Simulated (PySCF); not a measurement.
## Magnetisability: `C[C@@H](C(=O)O)[C@H](F)C#N`, C5H6FNO2

Geometry (Å), atoms numbered from 1 in this order:
```xyz
15

C     0.377    1.311    0.572
C     0.134    0.252   -0.506
C     1.008   -0.970   -0.288
O     0.605   -2.099   -0.223
O     2.297   -0.648   -0.195
C    -1.339   -0.184   -0.564
F    -2.100    0.853   -1.062
C    -1.834   -0.568    0.749
N    -2.221   -0.854    1.783
H    -0.269    2.168    0.394
H     1.412    1.638    0.543
H     0.160    0.911    1.561
H     0.394    0.674   -1.484
H     2.839   -1.440   -0.052
H    -1.467   -1.034   -1.250
```

Computed, not measured: GIAO BHandHLYP/pcSseg-1 magnetisability, rotational g tensor and spin-rotation constants, non-relativistic, gas phase (PySCF 2.14.0). Geometry: GFN2-xTB.

(1) What are the magnetisability and the molar susceptibility?

(2) Split it along the inertial axes a, b, c into diamagnetic and paramagnetic parts about the centre of mass, with the quadrupole moment.

(3) And the rotational g tensor?

## Answers

(1) Isotropic -1193 × 10⁻³⁰ J/T², or -71.8 × 10⁻⁶ cm³/mol; principal values -1323, -1167, -1089 × 10⁻³⁰ J/T², anisotropy 207 × 10⁻³⁰ J/T² (root of half the summed squared differences of the principal values). The susceptibility is in cgs units.

(2) 
```csv
axis,χ (10⁻⁶ cm³/mol),diamagnetic (10⁻⁶ cm³/mol),paramagnetic (10⁻⁶ cm³/mol),summed x² of all electrons (Å²),quadrupole Θ (D Å)
a,-69.5,-593.4,523.9,183.6,+4.36
b,-72.0,-1009.5,937.6,85.6,-7.66
c,-74.0,-1142.2,1068.1,54.3,+3.30
```
Anisotropies 2χaa − χbb − χcc = +7.0 and 2χbb − χaa − χcc = -0.4 × 10⁻⁶ cm³/mol. Θ is traceless in Buckingham's convention.

(3) 
| axis | rotational constant (GHz) | g | nuclear part | electronic part |
| --- | --- | --- | --- | --- |
| a | 2.3642 | -0.0315 | 0.5505 | -0.5819 |
| b | 1.2280 | -0.0108 | 0.5301 | -0.5409 |
| c | 1.0654 | -0.0116 | 0.5230 | -0.5346 |

Asymmetric top; isotopes 12C, 19F, 1H, 14N, 16O; no vibrational averaging.
